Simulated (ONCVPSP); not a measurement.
Before and after: ONCV potential for Br

* Element: Br
* Generator: ONCVPSP 4.0.1
* Type: optimised norm-conserving Vanderbilt (ONCV)
* Functional: PBE
* Relativity: scalar-relativistic
* Frozen core: [Ar] 3d10
* Valence charge: 7
* Reference configuration: 4s2 4p4.5 (charge +0.5)
* Partial waves: 4s: rc 1.50 bohr, ncon 4, nbas 7, qcut 4.1 1/bohr, 2 projectors, debl 3.3 Ha; 4p: rc 1.60 bohr, ncon 4, nbas 9, qcut 5.5 1/bohr, 2 projectors, debl 1.8 Ha; d scattering state at 0.24 Ha: rc 1.70 bohr, ncon 3, nbas 7, qcut 6.1 1/bohr, 1 projector
* Local potential: polynomial inside 1.30 bohr (lpopt 3, dvloc0 3 Ha)
* Core correction: Teter function, fcfact 5, rcfact 1.65

Change: p: rc 1.14; local potential polynomial inside 1.14 bohr (lpopt 3, dvloc0 3 Ha).

Cutoffs: the cutoffs (Ha) at which the residual kinetic energy of the hardest occupied pseudo-wave falls to 1 and 0.1 mHa per electron; they do not see the model core or the augmentation charge, which bear on the density cutoff. Errors are all-electron minus pseudo energies relative to the spin-unpolarised reference configuration.

**Question.** Predict the effect on cutoff, ghosts and configuration errors.

**Answer.** The potential gets harder (40 Ha and 52 Ha → 193 Ha and 226 Ha); a bound ghost appears in p, which as a rule spoils a file; of the 4 tests that both files solve, the error grows in 1 and shrinks in 0 by more than 15 % and 0.3 meV (median size 36.8 → 37.7 meV). A smaller radius makes the pseudo-wave follow the all-electron one further in, where it bends more sharply, so more plane waves are needed.

| quantity | base | changed |
| --- | --- | --- |
| cutoff, loose | 40 Ha | 193 Ha |
| cutoff, tight | 52 Ha | 226 Ha |
| loose cutoff by channel | s 40 Ha, p 12 Ha | s 40 Ha, p 193 Ha |
| bound ghosts | none | p |
| GHOST(+) flags under 300 eV | s at 223.5 eV | s at 170.9 eV |
| error for 4s2 4p5, meV [ΔE -5.07 eV] | -1.8 | -2.2 |
| error for 4s2 4p4, meV [ΔE 7.48 eV] | -5.8 | -5.8 |
| error for 4s2 4p3, meV [ΔE 30.24 eV] | -68 | -70 |
| error for 4s2 4p1, meV [ΔE 110.25 eV] | -688 | -710 |
| s: phases at 1.52 bohr within 0.05 rad from the reference energy up to (Ha; the scan ends near 5) | to the end of the scan | to the end of the scan |
| d: phases at 1.72 bohr within 0.05 rad from the reference energy up to (Ha; the scan ends near 5) | 3.3 | 2.4 |
| rms error of d²Exc/dni dnj with the model core, mHa | 5.18 | 5.18 |

 A true bound ghost makes a file unfit for plane-wave use even where its test errors are small: the radial tests pick states by their node count and pass the ghost by.
